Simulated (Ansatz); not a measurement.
Ideal-gas functions of C2HF2Ga, SMILES `C#[C][Ga]([F])[F]` at 800 K and 1 bar, from an Ansatz frequency run at PBE0-D4/def2-TZVP.

Molar mass 132.75 g/mol, point group C2v (symmetry number 2), electronic degeneracy 1, moments of inertia 79.459, 202.641, 282.1 u Å². Harmonic wavenumbers (cm⁻¹, unscaled): 100, 134, 200, 266, 286, 520, 707, 724, 735, 756, 2164, 3459.

Use S(trans) = R[1.5 ln M + 2.5 ln T − 1.1517]; rotational temperatures θ = 24.2544 K / I; S(rot) = R[ln(√π/σ · √(T³/θAθBθC)) + 1.5]; for each mode x = 1.438777 ν̃/T, S = R[x/(eˣ − 1) − ln(1 − e⁻ˣ)] and H = RT x/(eˣ − 1); 1 cm⁻¹ = 0.0119627 kJ/mol; R = 8.31446 J/(mol·K).

Q: By hand: the entropy, in J/(mol·K).

A: Translation 190.3. Rotation: θ = 0.3052, 0.1197, 0.086 K, giving 118.8. Vibration, mode by mode: 22.59, 20.17, 16.86, 14.52, 13.93, 9.17, 6.86, 6.68, 6.57, 6.37, 0.85, 0.12, in all 124.7. Electronic 0.0. Sum 433.8 J/(mol·K).

Q: By hand: H − E and G − E in kJ/mol, counted from the electronic energy.

A: Zero-point energy ½ × 10051 × 0.0119627 = 60.1; thermal vibration 45.2; translation, rotation and pV give 4 RT = 26.6. H − E = 131.9 kJ/mol, and G − E = 131.9 − 800 × 433.8/1000 = -215.1 kJ/mol.

Vibration gives 29 % of the entropy, 42.8 J/(mol·K) of it from the modes under 150 cm⁻¹: soft modes count most, and the harmonic formula is weakest for them.
